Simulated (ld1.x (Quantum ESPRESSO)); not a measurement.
Configuration tests for Ge (Z = 32) (TM)

- Element: germanium (Ge)
- Generator: ld1.x (Quantum ESPRESSO) 7.5
- Type: norm-conserving Troullier–Martins (Kleinman–Bylander form)
- Functional: PBEsol
- Relativity: fully relativistic
- Frozen core: [Ar]
- Valence charge: 14
- Reference configuration: 3d10 4s1.75 4p2.25
- Partial waves: 4s (bound): rc 1.40 bohr; 4p (bound): rc 1.85 bohr; 3d (bound): rc 1.20 bohr
- Local potential: all-electron potential smoothed inside 1.45 bohr (lloc = -1)
- Core correction: a·sin(br)/r model core inside 0.52 bohr

Open shells are filled in proportion to 2j + 1 (rel_dist='average').

Energies are relative to the spin-unpolarised reference configuration 3d10 4s1.75 4p2.25; without spin polarisation the order of configurations can differ from experiment.

```json
{"valence configuration": "3d10 4s2 4p2", "charge": "0", "ΔE all-electron (eV)": "-1.969", "error AE − PS (meV)": "+0.1"}
{"valence configuration": "3d10 4s2 4p1", "charge": "+1", "ΔE all-electron (eV)": "5.486", "error AE − PS (meV)": "+0.9"}
{"valence configuration": "3d10 4s2 4p0", "charge": "+2", "ΔE all-electron (eV)": "20.938", "error AE − PS (meV)": "+8.4"}
{"valence configuration": "3d9 4s2 4p2", "charge": "+1", "ΔE all-electron (eV)": "36.718", "error AE − PS (meV)": "+157"}
{"valence configuration": "3d10 4s1 4p2", "charge": "+1", "ΔE all-electron (eV)": "14.212", "error AE − PS (meV)": "+5.8"}
{"valence configuration": "3d10 4s2 4p1.5", "charge": "+0.5", "ΔE all-electron (eV)": "0.836", "error AE − PS (meV)": "-0.1"}
{"valence configuration": "3d10 4s1 4p0", "charge": "+3", "ΔE all-electron (eV)": "55.725", "error AE − PS (meV)": "+32"}
```

Levels in the configuration 3d10 4s1 4p0:

```csv
level,all-electron (eV),pseudo (eV)
3d j=3/2,-63.463,-62.969
3d j=5/2,-62.870,-62.380
4s j=1/2,-40.383,-40.376
```
